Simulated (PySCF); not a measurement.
HgI2 (SMILES [I][Hg][I]), singlet, at a GFN2-xTB geometry (such geometries of metal compounds can be far from the true shape) (core potentials on Hg, I). Base run: CAMB3LYP/def2-SVP (PySCF).

The PySCF input:
```python
from pyscf import gto, scf, dft

mol = gto.M(
    atom='''
Hg    0.000000    0.000000    0.000000
I     0.000000    0.000000    2.591459
I    -0.000000   -0.000000   -2.591459
''',
    basis='def2-svp',
    ecp={'Hg': 'def2-svp', 'I': 'def2-svp'},
    charge=0,
    spin=0,
    verbose=3,
)

mf = dft.RKS(mol)
mf.xc = 'camb3lyp'
mf.kernel()
```

The base run was repeated with changes; each row names its change, and settings that it needs were set with it.

```
change                               ΔE vs base (µEh)  grid points  electrons on the grid
-----------------------------------  ----------------  -----------  ---------------------
base                                              0.0        67664               70.00000
grids.radi_method = gauss_chebyshev              -1.1        63640               70.00000
grids.atom_grid = (30, 110)                      -330         7272               70.00064
grids.atom_grid = (150, 974)                     -8.2       215896               70.00000
grids.prune = off                                 0.0       125864               70.00000
grids.atom_grid = (75, 302)                     -23.2        39872               69.99998
grids.level = 5                                  -9.1       144136               70.00000
grids.radi_method = delley                       -0.4        62480               70.00000
grids.level = 4                                  -7.7        97632               70.00000
grids.atom_grid = (50, 194)                      -123        18712               70.00012
grids.becke_scheme = stratmann                   -7.9        67664               70.00000
```
